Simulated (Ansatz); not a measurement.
Reaction (hydrogenolysis of the Si–Cl bond): `F[Si](Cl)(Cl)[O][GeH3]` + H₂ → `F[SiH](Cl)[O][GeH3]` + HCl

Calculated with Ansatz (gas phase, PBE0-D4/def2-TZVP geometries, no zero-point term in ΔE). CCSD(T)/CBS adds triple-zeta CCSD(T) − MP2 to the extrapolated MP2 energy (def2 sets, frozen cores). This one scheme is used for every species. DFT in def2-TZVPP. B3LYP here is the variant with VWN-RPA as its local correlation; programs differ in this. HSE06 is defined as in plane-wave codes. For Ge outer-core shells are correlated without core-valence functions, which leaves a few kJ/mol of doubt a bond. Scalar relativity is left out up to krypton. Each species was taken in one conformer, which may not be the lowest.

(1) Is it downhill or uphill in electronic energy at CCSD(T)/CBS, and by how much? (Estimate.)

(2) What do these levels give: PBE-D4, B3LYP-D4, r2SCAN0-D4, HSE06-D4, B2PLYP, B3LYP, BHLYP, CAM-B3LYP, LC-ωPBE, CCSD(T)/def2-SVP, MP2/def2-TZVPP, CCSD(T)/def2-TZVPP? (An estimate is asked.)

Largest T1 diagnostic among the species: 0.011.

Answers

(1) Ansatz gave: Uphill: ΔE = +18.3 kcal/mol.

(2) Computed: PBE-D4 18.6, B3LYP-D4 18.4, r2SCAN0-D4 19.4, HSE06-D4 18.5, B2PLYP 17.0, B3LYP 15.6, BHLYP 15.7, CAM-B3LYP 15.8, LC-ωPBE 16.9, CCSD(T)/def2-SVP 14.2, MP2/def2-TZVPP 19.4, CCSD(T)/def2-TZVPP 17.1 kcal/mol.

In def2-TZVPP, CCSD(T) changes the Hartree–Fock value by +2.8 kcal/mol (the triples alone add +1.0 kcal/mol) and MP2 by +5.0 kcal/mol. Leaving LDA and LC-ωPBE aside and taking each functional with its dispersion term where it has one, the values, not all of them listed here, spread over 2.9 kcal/mol, from B2PLYP to revPBE-D4. LDA lies +1.0 kcal/mol from PBE without D4. The D4 term adds +2.8 kcal/mol with B3LYP and +1.5 kcal/mol with PBE0; it sums over pairs of atoms, weighted by their polarisabilities, and B3LYP, whose exchange is more repulsive, gets the larger term.
